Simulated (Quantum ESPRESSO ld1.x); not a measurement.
Question: Eu3+, configuration [Kr] 4d10 4f6 5s2 5p5.5 5d0.5 (fractional occupations, a model configuration). All-electron calculation, scalar-relativistic Kohn-Sham, LDA (Slater exchange, VWN5 correlation), spin-polarised, spherical densities, point nucleus; open shells are filled with parallel spins first. Program: ld1.x of Quantum ESPRESSO 7.5. Some entries of the table are withheld. Estimate them.

orbital,occ.,eigenvalue (hartree),<r^2> (bohr^2)
1s up,1,-1777.1028,0.0006801
1s down,1,-1777.1014,0.0006801
2s up,1,-292.8664,0.01069
2s down,1,-292.8617,0.01069
2p up,3,-261.1741,0.008597
2p down,3,-261.1702,0.008597
3s up,1,-65.4210,0.07137
3s down,1,-65.3368,0.07127
3p up,3,-55.5584,0.07148
3p down,3,-55.4747,0.07135
3d up,5,-42.3341,0.06016
3d down,5,-42.2681,0.06001
4s up,1,-14.0157,0.3613
4s down,1,-13.8247,0.3613
4p up,3,-10.7646,0.4078
4p down,3,-10.5750,0.4080
4d up,5,-6.2327,0.4924
4d down,5,-6.0458,0.4940
5s up,1,-2.7743,2.010
5s down,1,-2.6565,2.060
5p up,3,-1.9537,2.668
5p down,2.5,-1.8565,2.764
4f up,6,-1.3399,0.9515
4f down,0,-1.1686,1.031
5d up,0.5,-0.9591,5.164
5d down,0,-0.9005,5.524
6s up,0,-0.8481,(1)
6s down,0,-0.8166,(2)
6p up,0,-0.6454,14.57
6p down,0,-0.6219,15.36
6d up,0,(3),28.61
6d down,0,(4),30.42
5f up,0,-0.3511,22.74
5f down,0,-0.3378,25.05

Answer: 
(1) 6s up <r^2> (bohr^2): 10.50
(2) 6s down <r^2> (bohr^2): 10.97
(3) 6d up eigenvalue (hartree): -0.3949
(4) 6d down eigenvalue (hartree): -0.3826
